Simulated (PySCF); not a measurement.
## Broadened absorption spectrum of C5H3F3

C5H3F3.
InChI=1S/C5H3F3/c6-3-1-2-5(8)4-7/h4H,3H2/b5-4-

Theory: TDDFT wB97X-D/def2-SVPD, vertical, gas phase, core orbitals frozen in the response (PySCF 2.14.0, density-fitted response routines). Geometry: GFN2-xTB; no solvent, vibrations or thermal averaging.

Computed states:

```csv
state,E (eV),f
S1,4.87,0.0018
S2,5.77,0.248
S3,6.40,0.0003
S4,6.75,0.0010
S5,7.29,0.050
S6,7.29,0.536
S7,7.86,0.011
S8,8.38,0.130
```

Broadening: Gaussians 0.4 eV wide at half height, area fixed by f = 4.319×10⁻⁹ ∫ε dν̃. The width is an assumption, not a result. The curve ends short of the highest state used, and states not computed would add to its high-energy end.

**Question.** Give the broadened spectrum and its maxima.

**Answer.** 
(λ (nm), ε (L mol⁻¹ cm⁻¹)): (159.3, 1339), (163.8, 10787), (168.4, 36441), (172.9, 30460), (177.4, 7942), (181.9, 822), (186.4, 93), (190.9, 39), (195.5, 81), (200.0, 724), (204.5, 3892), (209.0, 10761), (213.5, 16393), (218.0, 14757), (222.6, 8208), (227.1, 3060), (231.6, 798), (236.1, 161), (240.6, 52), (245.1, 67), (249.7, 102), (254.2, 119), (258.7, 107), (263.2, 76), (267.7, 44), (272.2, 21), (276.8, 8), (281.3, 3), (285.8, 1), (290.3, 0)

Maxima: 255 nm (4.87 eV), ε about 120, made up of S1 (100%); 215 nm (5.77 eV), ε about 17000, made up of S2 (100%); 170 nm (7.29 eV), ε about 40000, made up of S6 (91%) (ε in L mol⁻¹ cm⁻¹; maxima over ε = 5, shares over 10%).

**Question.** What would ε be at 7.29 eV, the highest of these maxima, with half the width (0.2 eV)?

**Answer.** About 79000 L mol⁻¹ cm⁻¹ against 39600, a factor of about 2.00; a lone state at its own centre would give exactly 2.

**Question.** On this curve, what absorbance would a 10⁻⁵ mol/L sample give at 280 nm over a 1 cm path?

**Answer.** 280 nm is 4.428 eV, where ε is about 4 L mol⁻¹ cm⁻¹, so A = ε c l ≈ 4e-05 (Beer–Lambert, with the gas-phase spectrum and the assumed width).

**Question.** Coming from long wavelengths, where does ε first pass 100 L mol⁻¹ cm⁻¹?

**Answer.** At about 260 nm (4.77 eV), 0.10 eV below S1.

The run took 55 s of wall time on one thread of an Arm Neoverse N1, shared host with 64 logical CPUs at a one-minute load of 57, and the process peaked at 0.82 GiB of memory.
